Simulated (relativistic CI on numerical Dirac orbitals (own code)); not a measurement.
## Transition arrays of Nb²²⁺

Method of calculation: Dirac-Coulomb-Breit CI, orbitals from a KLI potential per configuration, a model potential for QED, valence Slater integrals scaled by 0.9, whole transition arrays (own radial code, finite nucleus).

CI space (outside the closed core [Ne] 3s2): 3p⁶3d, 3p⁶4f, 3p⁵3d², 3p⁶4p, 3p⁶5f. Levels of other configurations are missing.

All E1 lines from the levels of 3p⁶3d; mean and standard deviation are weighted by gf, and upper levels are sorted by their leading configuration.

```csv
Upper configuration,Lines,Σgf,Mean (eV),Mean (nm),σ (eV),Strongest line (nm)
3p⁶4f,3,8.7,530.37,2.338,1.81,2.344
3p⁵3d²,60,17.3,160.61,7.720,9.99,7.469
3p⁶4p,3,0.3,435.94,2.844,1.74,2.839
3p⁶5f,3,2.2,699.92,1.771,1.88,1.775
```

Σgf per state of the lower configuration in bins of 0.2 nm over the central range (centre: value): 1.7: 0.22, 2.3: 0.87, 2.9: 0.03, 7.3: 0.30, 7.5: 0.75, 7.7: 0.03, 7.9: 0.29, 8.1: 0.11, 8.3: 0.12, 8.7: 0.02, 8.9: 0.03.

Task: How do configuration mixing and the scaling of the Slater integrals move the arrays?

Result: Slater scale 0.9, no configuration mixing: 3p⁶4f 530.0 ± 1.8 eV (Σgf 8.0), 3p⁵3d² 160.6 ± 9.9 eV (Σgf 17.6), 3p⁶4p 435.9 ± 1.7 eV (Σgf 0.4), 3p⁶5f 699.8 ± 1.9 eV (Σgf 1.9); Slater scale 1: 3p⁶4f 530.5 ± 1.8 eV (Σgf 8.8), 3p⁵3d² 163.9 ± 10.5 eV (Σgf 17.7), 3p⁶4p 436.0 ± 1.7 eV (Σgf 0.3), 3p⁶5f 699.9 ± 1.9 eV (Σgf 2.2); Slater scale 0.8: 3p⁶4f 530.3 ± 1.8 eV (Σgf 8.6), 3p⁵3d² 157.3 ± 9.5 eV (Σgf 17.0), 3p⁶4p 435.9 ± 1.7 eV (Σgf 0.3), 3p⁶5f 699.9 ± 1.9 eV (Σgf 2.1). With mixing, levels are counted to their leading configuration, so an array can shrink or vanish into another, and the sums then hold other lines.
